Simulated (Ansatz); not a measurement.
A set of 12 reactions (atomization), with CCSD(T)/CBS values in kJ/mol:

| reaction | ΔE |
| --- | --- |
| `N[Si](F)(F)Br` → Br• + 2 F• + 2 H• + N• + Si• | 2731.0 |
| `C[CH](F)[InH][F]` → 2 C• + 2 F• + 5 H• + In• | 3435.4 |
| `[NH]1[SiH2][SiH2][GaH]1` → Ga• + 6 H• + N• + 2 Si• | 2964.1 |
| `FC1(F)CCOC1` → 4 C• + 2 F• + 6 H• + O• | 5390.8 |
| `OB(S)O[SiH3]` → B• + 5 H• + 2 O• + S• + Si• | 3765.4 |
| `[Cl][Ge]([Cl])([Cl])[c]1ccccc1` → 6 C• + 3 Cl• + Ge• + 5 H• | 6608.9 |
| `F[CH2][AlH][GaH2]` → Al• + C• + F• + Ga• + 5 H• | 2554.8 |
| `[F][Al@H-]1[NH2+][Al@H-]([F])[NH2+]1` → 2 Al• + 2 F• + 6 H• + 2 N• | 4420.8 |
| `CC(C)CC(=O)CC(C)C` → 9 C• + 18 H• + O• | 11491.7 |
| `[F][SnH2][PH]S` → F• + 4 H• + P• + S• + Sn• | 2142.1 |
| `C=CN([SiH3])c1ccccc1` → 8 C• + 11 H• + N• + Si• | 9189.1 |
| `S[SiH2][CH2][GaH2]` → C• + Ga• + 7 H• + S• + Si• | 3350.4 |

Calculated with Ansatz (gas phase, PBE0-D4/def2-TZVP geometries, no zero-point term in ΔE). CBS: MP2 limit from def2 TZ/QZ plus the TZ coupled-cluster correction, frozen cores. This one scheme is used for every species, atoms too. For atomizations the MP2-based limit and the directly extrapolated one differ by several kJ/mol either way, and by 10 to 25 for some Ge, Se and Sn compounds, so smaller differences from it don't rank the levels. DFT in def2-TZVPP. B3LYP here is the variant with VWN-RPA as its local correlation; programs differ in this. HSE06 is defined as in plane-wave codes. Open shells (•) are unrestricted, without spin–orbit coupling. Spin–orbit coupling would lower the free atoms: a little for Al, B, C, Cl, F, O, S, Si; clearly for Br, Ga, Ge; strongly for In, Sn. def2 core potentials past Kr. For Br, Ga, Ge, In, Sn outer-core shells are correlated without core-valence functions, so the limit isn't a true one: a few kJ/mol of doubt a bond, and 10 to 20 or more in all where bonds break to atoms. Scalar relativity is left out up to krypton. One conformer a species, not always the lowest.

Problem. Give the mean, mean absolute and largest difference (level minus CCSD(T)/CBS, kJ/mol) for: revPBE-D4, r2SCAN0-D4, BHLYP-D4, ωB97M-V, PBE-QIDH, PBE, revPBE, PBE0, B3LYP, HSE06, CCSD/def2-SVP, SCS-MP2/def2-TZVPP, CCSD/def2-TZVPP, MP2/def2-QZVPP. (Best estimate.)

Solution. Ansatz gave: 
| level | mean | mean absolute | largest |
| --- | --- | --- | --- |
| revPBE-D4 | -28.3 | 60.2 | -121.3 |
| r2SCAN0-D4 | -61.1 | 61.1 | -115.8 |
| BHLYP-D4 | -147.9 | 147.9 | -267.6 |
| ωB97M-V | 8.2 | 18.9 | 52.8 |
| PBE-QIDH | -24.6 | 43.6 | -96.9 |
| PBE | 58.7 | 82.3 | 249.4 |
| revPBE | -124.1 | 124.1 | -212.9 |
| PBE0 | -19.5 | 59.3 | -114.7 |
| B3LYP | -68.2 | 68.2 | -107.6 |
| HSE06 | -14.8 | 60.5 | -111.8 |
| CCSD/def2-SVP | -319.2 | 319.2 | -505.2 |
| SCS-MP2/def2-TZVPP | -72.2 | 72.2 | -150.0 |
| CCSD/def2-TZVPP | -202.5 | 202.5 | -391.1 |
| MP2/def2-QZVPP | 39.7 | 57.7 | 172.9 |

The largest T1 diagnostic in the set is 0.018, for Al• (customary mark 0.045).

CCSD(T)/CBS is a level of theory with its own doubt, and the functionals carry their triple-zeta basis error, so these figures describe this set and don't rank the functionals.
